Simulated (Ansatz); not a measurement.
`C=C[SiH2]O` and `C=C[SiH2]O[SiH3]` differ in one atom or group.

Ansatz, PBE0-D4/def2-TZVP geometries, multiplicity 1. Each molecule was computed in one conformer, which needn't be the lowest.

```csv
property,`C=C[SiH2]O`
HOMO–LUMO gap (PBE0/def2-TZVPP) / eV,7.49
HOMO energy (ωB97M-V/def2-TZVPP) / eV,-10.20
HOMO–LUMO gap (B3LYP/def2-TZVPP) / eV,7.04
LUMO energy (B3LYP/def2-TZVPP) / eV,-0.69
HOMO–LUMO gap (ωB97M-V/def2-TZVPP) / eV,11.81
HOMO–LUMO gap (PBE/def2-TZVPP) / eV,5.34
```

Problem. What does the change do to each property? (An estimate is asked.)

Solution. The calculation gave: 
```csv
property,`C=C[SiH2]O[SiH3]`,shift
HOMO–LUMO gap (PBE0/def2-TZVPP) / eV,7.51,0.02
HOMO energy (ωB97M-V/def2-TZVPP) / eV,-10.25,-0.05
HOMO–LUMO gap (B3LYP/def2-TZVPP) / eV,7.06,0.02
LUMO energy (B3LYP/def2-TZVPP) / eV,-0.71,-0.02
HOMO–LUMO gap (ωB97M-V/def2-TZVPP) / eV,11.85,0.04
HOMO–LUMO gap (PBE/def2-TZVPP) / eV,5.36,0.02
```

The zero-point energy changes by 42.6 kJ/mol with +9 modes.

B3LYP here is the variant with VWN-RPA as its local correlation; programs differ in this.
